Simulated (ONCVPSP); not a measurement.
**Before and after: ONCV potential for aluminium**

| Quantity | Value |
| --- | --- |
| Element | aluminium |
| Generator | ONCVPSP 4.0.1 |
| Type | optimised norm-conserving Vanderbilt (ONCV) |
| Functional | LDA (Perdew-Zunger) |
| Relativity | scalar-relativistic |
| Frozen core | [Ne] |
| Valence charge | 3 |
| Reference configuration | 3s2 3p1 |
| Partial waves | 3s: rc 2.25 bohr, ncon 4, nbas 8, qcut 2.9 1/bohr, 2 projectors, debl 3.2 Ha; 3p: rc 2.50 bohr, ncon 4, nbas 8, qcut 4 1/bohr, 2 projectors, debl 4 Ha |
| Local potential | polynomial inside 1.75 bohr (lpopt 4, dvloc0 2 Ha) |
| Core correction | Teter function, fcfact 6, rcfact 1.7 |

All-electron outer shells of the reference configuration (LDA (Perdew-Zunger), scalar-relativistic, ld1.x):

| shell | level (eV) | outermost node (bohr) | outermost maximum (bohr) |
| --- | --- | --- | --- |
| 2s | -107.50 | 0.17 | 0.50 |
| 2p | -69.71 | – | 0.43 |
| 3s | -7.84 | 0.80 | 2.06 |
| 3p | -2.79 | 0.82 | 2.64 |

Change: s: rc 2.3.

Cutoffs: the cutoffs (Ha) at which the residual kinetic energy of the hardest occupied pseudo-wave falls to 1 and 0.1 mHa per electron; they do not see the model core or the augmentation charge, which bear on the density cutoff. Errors are all-electron minus pseudo energies relative to the spin-unpolarised reference configuration.

Question: What does the change do?

Answer: The potential gets softer (5.3 Ha and 29 Ha → 4.7 Ha and 27 Ha); the errors of the 4 common tests hardly move; neither file shows a bound ghost. A larger radius leaves more room for a smooth pseudo-wave, so fewer plane waves are needed.

| quantity | base | changed |
| --- | --- | --- |
| cutoff, loose | 5.3 Ha | 4.7 Ha |
| cutoff, tight | 29 Ha | 27 Ha |
| loose cutoff by channel | s 5.3 Ha, p 2.2 Ha | s 4.7 Ha, p 2.2 Ha |
| bound ghosts | none | none |
| GHOST(+) flags under 300 eV | none | none |
| error for 3s2 3p0, meV [ΔE 5.85 eV] | -11 | -11 |
| error for 3s1 3p0, meV [ΔE 25.22 eV] | -161 | -162 |
| error for 3s2 3p0.5, meV [ΔE 2.13 eV] | -1.6 | -1.6 |
| error for 3s1 3p1, meV [ΔE 11.67 eV] | -35 | -36 |
| p: phases at 2.54 bohr within 0.05 rad from the reference energy up to (Ha; the scan ends near 5) | 1.8 | 1.8 |
| rms error of d²Exc/dni dnj with the model core, mHa | 3.81 | 3.83 |

Base: The cutoffs count occupied waves only; projector 2 of the s channel, the hardest unoccupied one, needs 41 Ha at the loose tolerance. Changed file: The cutoffs count occupied waves only; projector 2 of the s channel, the hardest unoccupied one, needs 39 Ha at the loose tolerance.
